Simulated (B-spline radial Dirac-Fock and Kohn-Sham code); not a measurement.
The Tc-like isoelectronic sequence (43 electrons), Z = 73 to 80

Level of theory: Dirac-Fock energy differences between relaxed states, corrected for Breit and QED terms; a radial atomic solver. Binding energies in eV, tabulated ground configurations ([Kr] 4d7 throughout). No correlation.

```
  ion    2p1/2   3d5/2   4p3/2  outermost level  NIST ionisation energy
Ta³⁰⁺  12280.0  2867.3  1395.9      1218.1 (4d)                1211 ± 4
 W³¹⁺        ?       ?       ?                ?                       ?
Re³²⁺  13229.7  3139.3  1544.2      1356.3 (4d)                1349 ± 4
Os³³⁺  13721.9  3279.9  1621.1      1428.0 (4d)                1420 ± 5
Ir³⁴⁺  14225.9  3423.4  1699.8      1501.5 (4d)                1493 ± 5
Pt³⁵⁺  14742.1  3569.9  1780.3      1576.8 (4d)                1567 ± 5
Au³⁶⁺  15270.7  3719.4  1862.6      1653.8 (4d)                1644 ± 5
Hg³⁷⁺  15811.8  3872.0  1946.8      1732.6 (4d)                1723 ± 4
```

**Question.** Fill in the row of W³¹⁺.

**Answer.** 2p1/2 12749.1, 3d5/2 3001.8, 4p3/2 1469.1, outermost 1286.3 (4d), NIST 1283.4 ± 1.4 eV.

NIST's values are for the lowest levels; a dash marks a value that is missing or belongs to another shell. Their kind here: semi-empirical, theoretical. Where a p, d or f shell is open in either ion the computed value averages over both j values and all terms, while the table refers to the lowest levels; that difference holds spin-orbit splitting (largest in heavy or highly charged ions), term energies where several electrons share open shells, and correlation, and it can reach 10 % or more.
